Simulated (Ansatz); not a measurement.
Reactions of C₇H₁₄ (`C[C@@H]1CC[C@H](C)C1`).

Gas-phase electronic energies from Ansatz, PBE0-D4/def2-TZVP geometries. CBS: MP2 limit from def2 TZ/QZ plus the TZ coupled-cluster correction, frozen cores. This one scheme is used for every species, atoms too. For atomizations the MP2-based limit and the directly extrapolated one differ by several kJ/mol either way, and by 10 to 25 for some Ge, Se and Sn compounds, so smaller differences from it don't rank the levels. Functionals use def2-TZVPP. Open shells (•) are unrestricted, without spin–orbit coupling. Spin–orbit coupling would lower the free atoms: a little for C. One conformer a species, not always the lowest.

```json
{"reaction": "`C[C@@H]1CC[C@H](C)C1` → `CC/C=C(\\C)CC`", "PBE0-D4 (kJ/mol)": "69", "CCSD(T)/def2-SVP (kJ/mol)": "67", "revPBE-D4 (kJ/mol)": "58", "CCSD(T)/CBS(def2) (kJ/mol)": "61"}
{"reaction": "`C[C@@H]1CC[C@H](C)C1` → `C=C(CC)C(C)C`", "PBE0-D4 (kJ/mol)": "77", "CCSD(T)/def2-SVP (kJ/mol)": "69", "revPBE-D4 (kJ/mol)": "64", "CCSD(T)/CBS(def2) (kJ/mol)": "63"}
{"reaction": "`C[C@@H]1CC[C@H](C)C1` → `C1CCCCCC1`", "PBE0-D4 (kJ/mol)": "12", "CCSD(T)/def2-SVP (kJ/mol)": "11", "revPBE-D4 (kJ/mol)": "12", "CCSD(T)/CBS(def2) (kJ/mol)": "13"}
{"reaction": "`C[C@@H]1CC[C@H](C)C1` → 7 C• + 14 H•", "PBE0-D4 (kJ/mol)": "8683", "CCSD(T)/def2-SVP (kJ/mol)": "8314", "revPBE-D4 (kJ/mol)": "8592", "CCSD(T)/CBS(def2) (kJ/mol)": "8598"}
{"reaction": "`C[C@@H]1CC[C@H](C)C1` → `C[C@@H]1CCC[C@@H]1C`", "PBE0-D4 (kJ/mol)": "5", "CCSD(T)/def2-SVP (kJ/mol)": "4", "revPBE-D4 (kJ/mol)": "4", "CCSD(T)/CBS(def2) (kJ/mol)": "4"}
{"reaction": "`C[C@@H]1CC[C@H](C)C1` → `CCC1CCCC1`", "PBE0-D4 (kJ/mol)": "7", "CCSD(T)/def2-SVP (kJ/mol)": "8", "revPBE-D4 (kJ/mol)": "7", "CCSD(T)/CBS(def2) (kJ/mol)": "7"}
{"reaction": "`C[C@@H]1CC[C@H](C)C1` → `CC1CCCC1` + `[CH2]` (triplet)", "PBE0-D4 (kJ/mol)": "438", "CCSD(T)/def2-SVP (kJ/mol)": "428", "revPBE-D4 (kJ/mol)": "434", "CCSD(T)/CBS(def2) (kJ/mol)": "443"}
{"reaction": "`C[C@@H]1CC[C@H](C)C1` → `C[C@@H]1CC[C@@H](C)C1`", "PBE0-D4 (kJ/mol)": "1", "CCSD(T)/def2-SVP (kJ/mol)": "1", "revPBE-D4 (kJ/mol)": "1", "CCSD(T)/CBS(def2) (kJ/mol)": "1"}
```

Largest T1 diagnostic: 0.011, for `[CH2]` (triplet).
